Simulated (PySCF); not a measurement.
# One molecule, several mistakes: C2GeH6O

These are calculations, not measurements. The program is PySCF 2.14.0, an open-source quantum chemistry code, run on an isolated molecule that a program drew, which may never have been made. The molecule is C2GeH6O (charge 0, singlet), drawn as the SMILES string `[CH3][Ge]([CH3])=[O]`.

Each row is a Hartree-Fock (HF) and frozen-core CCSD(T) single point in the cc-pVDZ basis, meant for a local HF minimum. Run 1 is clean. Each other run has one planted mistake out of seven kinds, and not every kind appears here: one electron removed, one electron added, multiplicity raised by two, geometry at a saddle point, minimal basis STO-3G, one bond length entered in bohr, all coordinates scaled. The reference is restricted for singlets and unrestricted otherwise, and also for a bond in bohr. Adding or removing an electron swaps singlet and doublet. Electrons count all cores. HOMO and LUMO are orbital energies over both spins, the gradient is its largest component, and the lowest frequency (negative if imaginary) is given only where the gradient is small. Bond lengths are over the 9 bonds as drawn. T1 is the CCSD diagnostic: over 0.02 (restricted) or 0.045 (unrestricted) a single reference is doubtful. Germanium has the cc-pVDZ-PP basis, with a core potential (ECP10MDF) in place of its 10 inner electrons, and its 3s, 3p and 3d shells are frozen in CCSD(T).

Geometry of the clean run:
```xyz
10
C2GeH6O, angstrom
C     0.1042    2.2794    2.9365
Ge   -0.7318    0.7295    2.1116
C    -1.1181    0.9703    0.2210
O    -1.0723   -0.6336    2.9222
H    -0.5412    3.1545    2.8279
H     0.2811    2.0853    3.9934
H     1.0537    2.4975    2.4415
H    -1.7760    1.8314    0.0806
H    -0.1918    1.1612   -0.3267
H    -1.5973    0.0762   -0.1754
```

```
run,electrons,basis functions,<S^2>,HOMO (eV),LUMO (eV),gradient (hartree/bohr),lowest frequency (cm^-1),mean bond (Å),longest bond (Å),T1,HF (hartree),CCSD(T) (hartree),mistake
1,58,95,0.000,-10.56,2.36,2.5e-05,63,1.3401,1.945,0.0207,-447.44132,-448.07606,no fault
2,58,95,2.021,-5.64,1.58,1.4e-01,-,1.3401,1.945,0.0210,-447.35365,-447.93368,multiplicity raised by two
3,58,95,0.716,-10.67,2.22,2.4e-02,-,1.4477,2.058,0.0567,-447.30975,-447.94234,?
4,57,95,0.761,-17.66,-4.72,1.1e-01,-,1.3401,1.945,0.0270,-447.17438,-447.74695,?
```

**Which mistake was planted in run 3, and what did it cost?**

The mean bond changes by a factor of 1.080 and the longest by 1.058, so the molecule wasn't scaled as a whole. A length L in bohr read as angstrom grows by (1/0.5292 - 1) L = 0.890 L. The 9 bonds together grew by 9 x 0.1076 = 0.968 Å, which gives L = 1.088 Å. That is the length of one of the C-H bonds, 1.089 Å in the clean geometry. So the mistake is: one bond length entered in bohr. Subtracting run 1 and multiplying by 627.51 kcal/mol a hartree, the energy moved by 82.6 kcal/mol in HF and 83.9 kcal/mol in CCSD(T).

**Which mistake was planted in run 4, and what did it cost?**

It counts 57 electrons, one fewer than the clean run, at the same geometry and basis. So the mistake is: one electron removed. Subtracting run 1 and multiplying by 627.51 kcal/mol a hartree, the energy moved by 167.5 kcal/mol in HF and 206.5 kcal/mol in CCSD(T).

Cautions from the logs. Run 1: T1 is over the limit, so its CCSD(T) energy is less reliable; run 3: T1 is over the limit, so its CCSD(T) energy is less reliable.
